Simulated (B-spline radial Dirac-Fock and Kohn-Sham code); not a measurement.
Compton profile of Sc⁶⁺

System: Sc⁶⁺ in the configuration 1s2 2s2 2p6 3s2 3p3.

Calculated with a radial atomic solver, using the impulse approximation on configuration-average Dirac-Fock orbitals. pz is in atomic units of momentum; subshell profiles are per electron, for a selection of subshells; open shells are spread over both j values by their weights.

```
 pz    J total   J 2s1/2   J 3s1/2   J 3p3/2
  0      2.502     0.162     0.412     0.256
0.1      2.496     0.161     0.409     0.256
0.2      2.476     0.161     0.400     0.256
0.3      2.444     0.160     0.385     0.256
0.4      2.401     0.159     0.366     0.255
0.5      2.346     0.157     0.342     0.253
0.6      2.281     0.156     0.315     0.251
0.8      2.126     0.151     0.257     0.242
  1      1.950     0.146     0.198     0.226
1.2      1.764     0.139     0.145     0.204
1.4      1.582     0.132     0.102     0.177
1.6      1.412     0.124    0.0702     0.148
1.8      1.263     0.116    0.0485     0.120
  2      1.134     0.107    0.0351    0.0938
2.5     0.9012    0.0862    0.0236    0.0450
  3     0.7544    0.0663    0.0229    0.0197
  4     0.5643    0.0352    0.0178   0.00670
  5     0.4211    0.0168   0.00924   0.00619
  7     0.2288   0.00442   0.00149   0.00433
 10     0.1016   0.00320  0.000483   0.00144
 15    0.03577   0.00210  0.000341  0.000216
 20    0.01508  0.000950  0.000153  4.16e-05
 30   0.003369  0.000189  2.94e-05  2.95e-06
 40  0.0009471  4.78e-05  7.31e-06    < 1e-6
 60  0.0001278  5.79e-06    < 1e-6    < 1e-6
```

J(0) = 2.502. The 3s1/2 subshell gives the largest part, 33 %.

Mean momentum ⟨p⟩ by subshell (a.u.): 1s1/2 17.6, 2s1/2 5.65, 2p1/2 7.57, 2p3/2 7.51, 3s1/2 2.45, 3p1/2 2.88, 3p3/2 2.86.
